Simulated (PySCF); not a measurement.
C₄H₅F₃. Atoms are numbered in the order given.

```xyz
12

C     -1.4189     1.3995     0.0000
C     -0.1850     0.8940     0.0000
C      1.0774     1.6954     0.0000
C      0.0147    -0.5978     0.0000
F      0.7147    -0.9850    -1.0757
F      0.7147    -0.9850     1.0757
F     -1.1281    -1.2819     0.0000
H     -2.2986     0.7535     0.0000
H     -1.5784     2.4805     0.0000
H      1.6877     1.4581    -0.8854
H      0.8599     2.7712     0.0000
H      1.6877     1.4581     0.8854
```
Charge 0, spin multiplicity 1.

Coordinates come from a PBE0-D3(BJ)/def2-SVP optimisation.

Computed with TDA-B3LYP/def2-SVPD (PySCF).

Vertical excitations. Gas-phase values at a fixed geometry. State labels are in the subgroup Cs.

Computed UV-visible absorptions:
```tsv
state	symmetry	energy (eV)	λ (nm)	f	main pairs
S1	A"	7.42	167	0.010	HOMO→LUMO+1 99 %
S2	A'	7.76	160	0.529	HOMO→LUMO 89 %
S3	A"	7.98	155	0.000	HOMO−1→LUMO 97 %
S4	A"	8.26	150	0.024	HOMO→LUMO+2 98 %
S5	A"	8.41	147	0.001	HOMO→LUMO+3 94 %
S6	A"	8.56	145	0.002	HOMO−2→LUMO 95 %
S7	A"	9.15	135	0.007	HOMO→LUMO+5 88 %
S8	A'	9.20	135	0.040	HOMO→LUMO+4 99 %
S9	A"	9.39	132	0.011	HOMO→LUMO+6 89 %
S10	A"	9.52	130	0.000	HOMO−5→LUMO 91 %
T1	A'	4.33	286	0	HOMO→LUMO 97 %
T2	A"	7.30	170	0	HOMO→LUMO+1 97 %
T3	A"	7.50	165	0	HOMO−1→LUMO 95 %
T4	A"	8.15	152	0	HOMO→LUMO+2 95 %
```
Triplets are in the Tamm–Dancoff approximation.
